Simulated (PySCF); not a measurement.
# One molecule, a ladder of functionals, a line

Molecule: `[SiH2](SC)CF`, C2H7FSSi.

Geometry:
```tsv
atom	x (Å)	y (Å)	z (Å)
C1	2.210	0.935	0.214
S2	0.568	1.633	0.589
Si3	-0.672	-0.037	0.075
C4	-2.455	0.521	0.417
F5	-3.322	-0.512	0.122
H6	2.297	0.661	-0.847
H7	2.943	1.721	0.436
H8	2.428	0.061	0.845
H9	-0.516	-0.406	-1.365
H10	-0.344	-1.237	0.903
H11	-2.713	1.402	-0.196
H12	-2.576	0.809	1.477
```

GIAO shieldings (ppm, equivalent atoms averaged) in PySCF 2.14 on the PBE0-D3(BJ)/def2-SVP geometry, basis pcSseg-2, gas phase, non-relativistic:

| functional | exact exchange (%) | σ(C4) | σ(C1) | σ(Si3) | σ(F5) |
| --- | --- | --- | --- | --- | --- |
| BLYP | 0 | 93.9 | 159.4 | 338.1 | 454.7 |
| BP86 | 0 | 99.4 | 164.1 | 350.3 | 458.3 |
| PBE | 0 | 99.2 | 164.4 | 351.7 | 457.3 |
| B3LYP | 20 | 100.8 | 164.6 | 351.4 | 466.4 |
| mPW1PW91 | 25 | 106.8 | 169.4 | 366.2 | 470.2 |
| BHandHLYP | 50 | 109.5 | 171.0 | 371.4 | 480.0 |
| HF | 100 | 122.8 | 179.7 | 408.4 | 496.3 |

(1) Fit each shielding as a line in the percentage of exact exchange.

(2) What does the line predict for PBE0 (25 %), and what does the run give?

Results:

(1) σ(C4) = 97.6 + 0.25 x (rms 2.1 ppm); σ(C1) = 162.8 + 0.17 x (rms 1.9 ppm); σ(Si3) = 345.6 + 0.61 x (rms 5.5 ppm); σ(F5) = 457.8 + 0.40 x (rms 1.8 ppm). The functionals also differ in their semilocal parts, which the line can't hold; Hartree–Fock has no correlation at all.

(2) σ(C4): 103.8 predicted, 107.4 computed; σ(C1): 167.1 predicted, 170.2 computed; σ(Si3): 360.9 predicted, 367.7 computed; σ(F5): 467.8 predicted, 470.6 computed ppm.
